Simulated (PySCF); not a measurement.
## FeO(OH): fields on a plane

Level of theory: PySCF, UPBE0, basis Fe def2-SVP, O def2-SVP, H def2-SVP (no relativity, density fitting).

The sextet minimum has Fe–O 1.625 Å, Fe–O 1.786 Å, O–H 0.958 Å; Fe–O–H 135.8°, O–Fe–O 167.5°.

The plane holds Fe1 at (0.00, 0.00), O2 at (1.62, 0.00), O3 at (-1.74, 0.39), H4 at (-2.27, 1.19) Å. Columns run from x = -4.35 to 4.05 Å, rows from y = 3.45 (top) to -1.95 Å, in steps of 0.3 Å. Other isomers or separated fragments may lie lower.

Task: Give the electrostatic potential (V) (cut at 20 V). Every second row and column.

Result: 
```
 0.3  0.4  0.5  0.6  0.6  0.5  0.5  0.4  0.3  0.1  0.0 -0.2 -0.2 -0.3 -0.3
 0.4  0.6  0.8  1.0  0.9  0.8  0.7  0.6  0.5  0.2 -0.1 -0.3 -0.4 -0.4 -0.4
 0.4  0.7  1.4  2.1  1.8  1.0  0.9  1.1  0.8  0.2 -0.3 -0.6 -0.7 -0.6 -0.5
 0.4  0.8  2.3  8.8  7.2  1.3  1.4  2.6  2.1  0.4 -0.8 -1.3 -1.2 -0.9 -0.7
 0.2  0.5  2.1 20.0 20.0  6.3  4.3 10.5  7.7  1.5 -0.7 -2.0 -1.9 -1.3 -0.9
 0.0 -0.1 -0.1  4.6 20.0 20.0 16.7 20.0 20.0 11.7 20.0  2.5 -2.5 -1.7 -1.1
-0.2 -0.5 -1.3 -1.1 16.4 12.7 20.0 20.0 20.0 20.0 20.0  9.6 -2.6 -1.7 -1.1
-0.2 -0.5 -1.1 -1.9 -1.4  1.7 10.3 20.0 17.2  4.2  5.0 -1.1 -2.2 -1.5 -1.0
-0.2 -0.4 -0.6 -0.8 -0.4  1.2  3.9  6.0  4.3  0.8 -1.1 -1.6 -1.4 -1.1 -0.8
-0.1 -0.2 -0.3 -0.2  0.1  0.9  1.8  2.2  1.6  0.5 -0.4 -0.8 -0.8 -0.7 -0.6
```

Task: Give the electron density (e/Å³) (cut at 5 e/Å³). Lower edges of the bins (e/Å³): '_' 0.000, '.' 0.030, ':' 0.076, '-' 0.151, '=' 0.268, '+' 0.455, '*' 0.750, '#' 1.218, '%' 1.960, '@' 3.136; top 5.00, each point printed twice.

Result: 
```
__________________________________________________________
__________________________________________________________
__________________________________________________________
__________________________________________________________
__________________________________________________________
____________........______________________________________
__________..--==----::....________________________________
________..::++##**++--::::..................______________
________..--**%%%%##**==----------::--------::..__________
________..--**%%@@@@%%**==++****++==++****++==::..________
________..--++%%@@@@@@##**%%@@@@%%**##%%@@%%**--..________
________..::++%%@@@@@@**##@@@@@@@@##%%@@@@@@##==::________
__________::==**%%%%##++**@@@@@@@@##%%@@@@@@##==::________
__________..::==++++====++%%@@@@%%**##%%@@%%**--..________
____________..::::::::::--++****++==++****++==::..________
________________..........::------::--------::..__________
__________________________..................______________
__________________________________________________________
__________________________________________________________
```

Open d and f shells are described by one determinant, and the ground state may have another occupation or spin.
